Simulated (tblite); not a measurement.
Task: Give a GFN2-xTB geometry of `C=CC1=C(C)[C@@H]1OC[O]` [radical]. (Doublet state.)

Result: 
```
atom  x, y, z in Å
C1     1.884   -1.653   -0.718
C2     1.937   -0.364   -0.387
C3     0.764    0.411   -0.201
C4     0.050    1.478    0.077
C5    -0.092    2.862    0.536
C6    -0.744    0.274   -0.291
O7    -1.444   -0.397    0.710
C8    -1.754   -1.758    0.402
O9    -1.277   -2.263   -0.669
H10    0.930   -2.142   -0.862
H11    2.772   -2.245   -0.848
H12    2.879    0.156   -0.250
H13   -0.604    3.455   -0.223
H14   -0.697    2.888    1.442
H15    0.882    3.301    0.739
H16   -1.191    0.124   -1.273
H17   -2.875   -1.825    0.469
H18   -1.428   -2.292    1.336
```

Orientation and origin are arbitrary. Atoms count from 1 in this order. The 6 C–C bonds span 1.314 Å (C3=C4, drawn double) to 1.516 Å (C3–C6, drawn single), a spread of 0.202 Å. The 3-membered ring C3–C4–C6 has internal angles of 51.8° to 65.2°. C1 (carbon bonded to C and 2 H) is planar (angles 122.0°, 120.5° and 117.6°, sum 360.0°, 0.00 Å off the plane of its three neighbours). C4 (carbon bonded to 3 C) has angles 152.5°, 142.2° and 65.2°, sum 359.8°, 0.03 Å off the plane of its three neighbours.

Bonds between heavy atoms (Å): C1=C2 1.332, C2–C3 1.419, C3=C4 1.314, C4–C5 1.465, C4–C6 1.489, C6–O7 1.393, O7–C8 1.430, C8–O9 1.276, C3–C6 1.516.

Structure optimised with GFN2-xTB, isolated species. This method treats the open shell by occupation alone, without spin polarisation.

Point group: C1 (no symmetry element, even within 0.4 Å). Its GFN2-xTB frequencies are all real (lowest 68 cm⁻¹). Torsions: C1–C2–C3–C4 179°, C4–C6–O7–C8 -158°, C6–O7–C8–O9 6°.

On one thread, Arm Neoverse V1 (aarch64), shared host, this took 1.6 s. That covers the optimisation of the geometry.

One conformer stands for the species.

These are computed values.
